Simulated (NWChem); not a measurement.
System meant: C3H7BO; SMILES C(=C)B(C)O

Input file for NWChem:

```
start job
memory heap 200 mb stack 900 mb global 1100 mb
geometry units angstroms noautoz
  B      0.040921    -0.449805    -0.002285
  C     -0.767125    -1.813516     0.003306
  H     -1.426169    -1.874187    -0.874293
  H     -1.431289    -1.864444     0.877541
  H     -0.142162    -2.716512     0.010040
  C     -0.689611     0.934340    -0.007764
  C     -0.043498     2.109742     0.006144
  H     -1.781747     0.957954    -0.021119
  H     -0.560255     3.068681     0.004261
  H      1.043788     2.151414     0.020271
  O      1.411279    -0.421531    -0.002268
  H      1.789412    -1.312444     0.003069
end
basis spherical
  B library def2-svp
  C library def2-svp
  H library def2-svp
  O library def2-svp
end
dft
  odft
  mult 2
  xc b3lyp
  iterations 150
  mulliken
end
task dft energy
```

End of the output:

```
 ==============================================================================
                                 internuclear angles
 ------------------------------------------------------------------------------
        center 1       |       center 2       |       center 3       |  degrees
 ------------------------------------------------------------------------------
    2 C                |   1 B                |   6 C                |   121.53
    2 C                |   1 B                |  11 O                |   121.83
    6 C                |   1 B                |  11 O                |   116.64
    1 B                |   2 C                |   3 H                |   110.51
    1 B                |   2 C                |   4 H                |   110.53
    1 B                |   2 C                |   5 H                |   114.67
    3 H                |   2 C                |   4 H                |   105.68
    3 H                |   2 C                |   5 H                |   107.50
    4 H                |   2 C                |   5 H                |   107.51
    1 B                |   6 C                |   7 C                |   123.37
    1 B                |   6 C                |   8 H                |   119.06
    7 C                |   6 C                |   8 H                |   117.56
    6 C                |   7 C                |   9 H                |   122.88
    6 C                |   7 C                |  10 H                |   121.00
    9 H                |   7 C                |  10 H                |   116.12
    1 B                |  11 O                |  12 H                |   111.82
 ------------------------------------------------------------------------------
                            number of included internuclear angles:         16
 ==============================================================================

 Summary of "ao basis" -> "" (spherical)
 ------------------------------------------------------------------------------
       Tag                 Description            Shells   Functions and Types
 ---------------- ------------------------------  ------  ---------------------
 B                          def2-svp                 6       14   3s2p1d
 C                          def2-svp                 6       14   3s2p1d
 H                          def2-svp                 3        5   2s1p
 O                          def2-svp                 6       14   3s2p1d

                                 NWChem DFT Module
                                 -----------------

 Summary of "ao basis" -> "ao basis" (spherical)
 ------------------------------------------------------------------------------
       Tag                 Description            Shells   Functions and Types
 ---------------- ------------------------------  ------  ---------------------
 B                          def2-svp                 6       14   3s2p1d
 C                          def2-svp                 6       14   3s2p1d
 H                          def2-svp                 3        5   2s1p
 O                          def2-svp                 6       14   3s2p1d

  number of electrons :                   38
  multiplicity        :                    2
 ------------------------------------------------------------------------
  no. of electrons and multiplicity not compatible                  38
 ------------------------------------------------------------------------
 ------------------------------------------------------------------------
  current input line :
    30: task dft energy
 ------------------------------------------------------------------------
 ------------------------------------------------------------------------
 There is an error in the input file
 ------------------------------------------------------------------------
 For more information see the NWChem manual at https://nwchemgit.github.io

0: no. of electrons and multiplicity not compatible:Received an Error in Communication
```

**Question.** Find the fault in this run and fix the input.

**Answer.** The input was rejected before any calculation. Cause: the multiplicity doesn't fit the number of electrons (an even count wants an odd multiplicity, and the reverse). This input runs:
```
start job
memory heap 200 mb stack 900 mb global 1100 mb
geometry units angstroms noautoz
  B      0.040921    -0.449805    -0.002285
  C     -0.767125    -1.813516     0.003306
  H     -1.426169    -1.874187    -0.874293
  H     -1.431289    -1.864444     0.877541
  H     -0.142162    -2.716512     0.010040
  C     -0.689611     0.934340    -0.007764
  C     -0.043498     2.109742     0.006144
  H     -1.781747     0.957954    -0.021119
  H     -0.560255     3.068681     0.004261
  H      1.043788     2.151414     0.020271
  O      1.411279    -0.421531    -0.002268
  H      1.789412    -1.312444     0.003069
end
basis spherical
  * library def2-svp
end
dft
  xc b3lyp
  iterations 150
  mulliken
end
task dft energy
```
It converges to -218.49556 Ha (B3LYP/def2-SVP).
